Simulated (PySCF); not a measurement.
2-fluoro-3-methylbuta-1,3-diene (C5H7F), SMILES C(C(F)=C)(=C)C.

Coordinates come from a PBE0-D3(BJ)/def2-SVP optimisation. The values are those of a single conformer.

Two levels are set side by side: PBE/def2-TZVP (PySCF) and HF/def2-TZVP (PySCF). Same geometry, gas phase. Differences are taken from unrounded values.

| quantity | PBE |
|---|---|
| orbital gap (eV) | 3.94 |
| highest occupied level (eV) | -5.86 |
| lowest empty level (eV) | -1.92 |
| dipole moment (D) | 1.49 |
| mean polarisability (bohr³) | 65.7 |

These are the PBE values. What does HF give? (An estimate is asked for; the answer gives what the named calculation found.)


```tsv
quantity	HF	PBE minus HF
orbital gap (eV)	11.73	-7.79
highest occupied level (eV)	-9.06	3.20
lowest empty level (eV)	2.68	-4.59
dipole moment (D)	1.76	-0.27
mean polarisability (bohr³)	63.1	2.6
```

PBE's occupied levels lie high since its potential decays too fast outside the molecule; exact exchange lowers them and widens the gap. Loosely held outer electrons make PBE densities more polarisable. Differences between two approximate levels are no errors against the true value.

Rough cost on one machine, each run with all the roots and properties that it gave: HF against PBE about 1/5.
